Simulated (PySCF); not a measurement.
## (Cl2Ga-mu-H)3 in a uniform electric field

Species: (Cl2Ga-mu-H)3.
Structure used (PBE0-D3(BJ)/def2-SVP), in Å, numbered top down from 1:
```xyz
12
Cl6Ga3H3 angstrom
Ga     0.7862   -1.6315    0.1163
Cl    -0.6117   -3.0693    0.8338
Cl     2.8321   -2.0239   -0.3090
H      0.7660   -0.2737    1.1411
Ga    -0.3587    0.9632    1.4650
Cl    -1.8369    0.2544    2.8213
Cl     0.7575    2.7386    1.8056
H     -1.1024    1.0138   -0.0766
Ga    -0.4434    0.6228   -1.5999
Cl    -2.0422    0.5615   -3.0013
Cl     1.3514    1.7351   -1.8904
H      0.0176   -0.9738   -1.2549
```

Level: wB97X-D/def2-SVPD (PySCF); nuclei fixed, core orbitals frozen in the response. Permanent dipole (-0.314, -0.190, -0.284) D (1 au = 2.5417 D). Static polarisability (au):

```
x   167.34   2.36  -4.00
y     2.36 171.49  -2.90
z    -4.00  -2.90 171.03
```

Only the terms in μ and α are kept: μ(F) = μ + αF and ΔE = −μ·F − ½ F·αF.

Q: A field of 0.005 au (0.257 V/Å) is applied along each axis in both senses. Find the induced dipole, the size of the total dipole and the two energy terms.

A: 
```
field along  induced x (D)  induced y (D)  induced z (D)  total size (D)  −μ·F (kJ/mol)  −½F·αF (kJ/mol)
         +x          2.127          0.030         -0.051           1.850         +1.622           -5.492
         −x         -2.127         -0.030          0.051           2.462         -1.622           -5.492
         +y          0.030          2.179         -0.037           2.035         +0.981           -5.628
         −y         -0.030         -2.179          0.037           2.407         -0.981           -5.628
         +z         -0.051         -0.037          2.174           1.938         +1.467           -5.613
         −z          0.051          0.037         -2.174           2.476         -1.467           -5.613
```

Q: For the field (0.0015, 0.0040, 0.0010) au, what is the induced dipole, and what angle does it make with the field?

A: αF = (0.652, 1.745, 0.390) D, at 1.4° to the field. The polarisability along this direction, F·αF/F², is 170.62 au, against a mean of 169.95 au.

Q: At what field along the permanent dipole would the induced dipole along it equal the permanent one, in this linear picture?

A: The polarisability along the dipole is 165.96 au, so F = 0.1826 au / 165.96 au = 0.0011 au = 0.06 V/Å; higher-order terms are ignored.

Q: What field makes μF equal to kT at 298 K?

A: kT = 0.9437 × 10⁻³ Eh, so F = 0.00517 au = 26.6 MV/cm.

Q: Induction energy −ᾱe²/2R⁴ of a unit charge at 15 Å, the molecule taken as a point?

A: R = 28.35 bohr, so the energy is −170.0/(2 × 28.35⁴) Eh = -0.346 kJ/mol. The charge–dipole term at its most favourable orientation, −μe/R², is -0.597 kJ/mol.

Geometry: PBE0-D3(BJ)/def2-SVP; no solvent, vibrations or thermal averaging. The calculation is non-relativistic, for gallium too.

wB97X-D is run here without its empirical dispersion term; that term would change no orbital, density or response property at a fixed geometry.
